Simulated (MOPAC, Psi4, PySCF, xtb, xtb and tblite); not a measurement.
Two geometries of SMILES COCCOCCOC (C₆H₁₄O₃), singlet, relaxed at GFN2-xTB with one dihedral held; other torsions can differ between them too.

Structure A

```
23

C      4.6179     3.8764     1.1488
O      3.2224     3.7443     1.0780
C      2.8054     2.5242     0.5010
C      1.3545     2.2750     0.9262
O      0.7389     1.1894     0.2743
C      1.0320    -0.0966     0.7639
C      2.2811    -0.7500     0.1556
O      3.3931    -0.5370     0.9977
C      4.5703    -1.1274     0.5110
H      4.8147     4.8346     1.6257
H      5.0740     3.8677     0.1505
H      5.0649     3.0712     1.7455
H      2.8687     2.5764    -0.5969
H      3.4396     1.7019     0.8549
H      0.7597     3.1526     0.6593
H      1.3204     2.1450     2.0158
H      0.1589    -0.7013     0.5026
H      1.1480    -0.0834     1.8551
H      2.4651    -0.3256    -0.8421
H      2.1128    -1.8321     0.0443
H      4.8527    -0.7094    -0.4635
H      5.3512    -0.9149     1.2384
H      4.4543    -2.2131     0.4062
```

Structure B

```
23

C      2.6852    -1.1340    -3.8864
O      1.8231    -0.5071    -2.9729
C      0.7532    -1.3328    -2.5687
C     -0.1411    -0.5790    -1.5741
O      0.1356    -0.8357    -0.2186
C      1.1151    -0.0321     0.3955
C      2.5553    -0.4601     0.0994
O      3.4076     0.2801     0.9458
C      4.7652     0.0026     0.7249
H      3.4565    -0.4085    -4.1372
H      2.1503    -1.4283    -4.7978
H      3.1491    -2.0270    -3.4487
H      0.1618    -1.6192    -3.4518
H      1.1310    -2.2506    -2.0951
H     -1.1751    -0.9062    -1.7156
H     -0.0689     0.4940    -1.7922
H      0.9412    -0.1285     1.4705
H      0.9893     1.0209     0.1119
H      2.8023    -0.2646    -0.9526
H      2.6642    -1.5388     0.2954
H      5.0582     0.2400    -0.3059
H      5.3279     0.6276     1.4154
H      4.9939    -1.0533     0.9191
```

Q: Which is lower in energy at the level B3LYP-D3(BJ)/def2-SVP // GFN2-xTB (Psi4), and by how much?

A: B is lower, by 0.33 kcal/mol (dihedral C4–C3–O2–C1: 160° in A, 180° in B).

E(B) − E(A) in kcal/mol at the other levels, on the same two geometries: GFN2-xTB (xtb and tblite) -0.32; B3LYP/def2-SVP // GFN2-xTB (Psi4) -0.37; PBE/def2-SVP // GFN2-xTB (Psi4) -0.37; PBE-D3(BJ)/def2-SVP // GFN2-xTB (Psi4) -0.34; PM6, restricted, heats of formation // GFN2-xTB (MOPAC) 0.05; PM3, restricted, heats of formation // GFN2-xTB (MOPAC) -0.25; GFN1-xTB // GFN2-xTB (xtb) -0.19; restricted B3LYP/6-31G*, spherical d, density fitting // GFN2-xTB (PySCF) -0.39; restricted Hartree-Fock/3-21G, density fitting // GFN2-xTB (PySCF) -0.32; restricted B3LYP/LANL2DZ, density fitting // GFN2-xTB (PySCF) -0.29; restricted MP2 (frozen core)/6-31G*, spherical d // GFN2-xTB (PySCF) -0.37.
